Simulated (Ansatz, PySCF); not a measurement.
carbon atom (C), triplet. Base run: CASSCF(4,6)/def2-SVP (PySCF).

The PySCF input:
```python
from pyscf import gto, scf, mcscf
import numpy

mol = gto.Mole()
mol.atom = '''
    C     0.000000    0.000000    0.000000
'''
mol.basis = 'def2-svp'
mol.charge = 0
mol.spin = 2
mol.verbose = 4
mol.build()

mf = scf.ROHF(mol)
mf.kernel()
mc = mcscf.CASSCF(mf, 6, 4)
mc.fix_spin_(ss=2.0)
mc.kernel()
occ = numpy.linalg.eigvalsh(mc.fcisolver.make_rdm1(mc.ci, mc.ncas, mc.nelecas))[::-1]
ss = mc.fcisolver.spin_square(mc.ci, mc.ncas, mc.nelecas)[0]
print('natural occupations', occ.round(4), ' <S^2>', round(ss, 4))
```

Programs used: Ansatz (an electronic-structure program), PySCF; a row that names a program was run with it.

Each row names what was changed in the base input (with any setting that the change needs).

| change | ΔE vs base (kcal/mol) | natural occupations | <S^2> of the state |
|---|---|---|---|
| base | 0.000 | 1.94 1.00 1.00 0.04 0.01 0.00 | 2.00 |
| state_average = 2 states | 1.07 | - | - |
| orbitals = fixed (CASCI) | 5.30 | 1.96 1.00 1.00 0.03 0.01 0.00 | 2.00 |
| fix_spin_ = off | 0.000 | 1.94 1.00 1.00 0.04 0.01 0.00 | 2.00 |
| active space = 4 electrons, 5 orbitals | 3.35 | 1.95 1.00 1.00 0.05 0.01 | 2.00 |
| code = ansatz | -2.88 | - | - |
| active space = 2 electrons, 3 orbitals | 20.30 | 1.00 1.00 0.00 | 2.00 |
| code = ansatz; correction = SC-NEVPT2, all electrons | -20.51 | - | - |
| conv_tol = 1e-5 | 0.000 | 1.94 1.00 1.00 0.04 0.01 0.00 | 2.00 |
| active space = 4 electrons, 4 orbitals | 8.46 | 1.95 1.00 1.00 0.05 | 2.00 |
| solver = newton | 0.000 | 1.94 1.00 1.00 0.04 0.01 0.00 | 2.00 |

Active orbitals are taken around the Fermi level unless the row says otherwise; CASSCF can end in different local minima, and two programs can end on different orbitals. State-averaged rows give the lowest state.

Open shells are given as the SCF converged; they aren't shown to be the lowest states, and a large step between rows can be another state.
